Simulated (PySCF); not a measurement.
HSSi, SMILES [Si]=[SH+] (connectivity only; charge and spin as stated), charge +1, multiplicity 1.

Coordinates come from a B3LYP-D3(BJ)/def2-TZVP optimisation. The isomer is the one that the SMILES or the coordinates give; other isomers of the formula were not compared.

Level of theory: PySCF with SMD-PBE0/6-31G*.

Solvation free energies are E(SMD) − E(gas) at the gas-phase geometry, for 1 M in both phases.

### Question
Estimate the solvation free energies in water, 1-octanol, toluene. (The exact figures need the calculation; the answer reports its results.)

### Answer

```
solvent    ΔG(solv) (kcal/mol)  its non-electrostatic (CDS) part
---------  -------------------  --------------------------------
water                    -62.7                               0.3
1-octanol                -58.7                              -1.7
toluene                  -38.2                              -2.1
```
